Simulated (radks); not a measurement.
The nitrogen anion N-, [He] 2s2 2p4, held by a Watson sphere: a shell of charge +0.62 at radius R that stands for the Madelung well of a crystal (potential energy -0.62/R inside, -0.62/r outside, in hartree with lengths in bohr). Calculated with a radial shooting solver on a logarithmic mesh with Libxc functionals: non-relativistic Kohn-Sham, r2SCAN, spin-polarised, spherical densities, point nucleus; open shells are filled with parallel spins first; meta-GGA in the generalised Kohn-Sham scheme.

R (bohr)  e(2s down) (eV)  e(2p up) (eV)  e(2p down) (eV)  <r> 2p (bohr)  sum of <r^2> (bohr^2)  X-ray form factor at sin(theta)/lambda = 0.1 1/angstrom
1.69              -13.544         -4.765           -1.574          1.822                  18.74                                                    6.839
1.96              -13.198         -4.503           -1.371          1.885                  19.60                                                    6.800
2.09              -13.036         -4.379           -1.268          1.917                  20.00                                                    6.783
2.26              -12.832         -4.221           -1.132          1.960                  20.52                                                    6.762
2.74              -12.319         -3.815           -0.761          2.095                  21.99                                                    6.712
2.92              -12.152         -3.684           -0.634          2.152                  22.56                                                    6.695
